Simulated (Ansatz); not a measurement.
Mg3O4⁻. The state is a doublet with charge -1. Geometry PBE0-D4/def2-SVPD, basis def2-TZVPD, Ansatz.

```xyz
7

Mg    0.3996    0.3611    1.2785
Mg   -1.4269   -1.1551    0.1230
Mg    1.4472    1.1453   -1.2441
O    -1.0631   -0.9192   -1.7138
O    -1.0052   -0.7582    1.8643
O     1.7326    1.4305    0.5967
O    -0.0843   -0.1044   -0.9047
```

```json
{"run": "A", "HOMO (eV)": "0.57", "LUMO (eV)": "1.08"}
{"run": "B", "HOMO (eV)": "0.50", "LUMO (eV)": "0.77"}
{"run": "C", "HOMO (eV)": "-0.19", "LUMO (eV)": "1.62"}
{"run": "D", "HOMO (eV)": "0.41", "LUMO (eV)": "1.06"}
{"run": "E", "HOMO (eV)": "0.36", "LUMO (eV)": "1.38"}
```

The structure holds one bond between oxygen atoms, so isomers without such links may lie far lower. Another isomer (doublet) lies 0.49 eV lower at PBE0-D4/def2-TZVPD; other spin states weren't run for this one.

HOMO and LUMO are taken over both spins.

Question: The runs used B97M-V, BLYP, PBE, PBE0, r2SCAN. Estimate which is which.

Answer: A BLYP (0 % exact exchange); B B97M-V (0 % exact exchange); C PBE0 (25 % exact exchange); D PBE (0 % exact exchange); E r2SCAN (0 % exact exchange). Exact exchange lowers occupied and raises empty levels; among semilocal functionals meta-GGAs tend to open the gap a little, and such runs are hard to tell apart. The gap grows from 0.27 eV (B97M-V) to 1.81 eV (PBE0). At BLYP-D4/def2-TZVPD, B97M-V/def2-TZVPD, PBE-D4/def2-TZVPD, r2SCAN-D4/def2-TZVPD the highest occupied level of the charge -1 doublet lies above zero (up to 0.57 eV). The electron is either unbound and held by the finite basis, or the level is raised by self-interaction error.
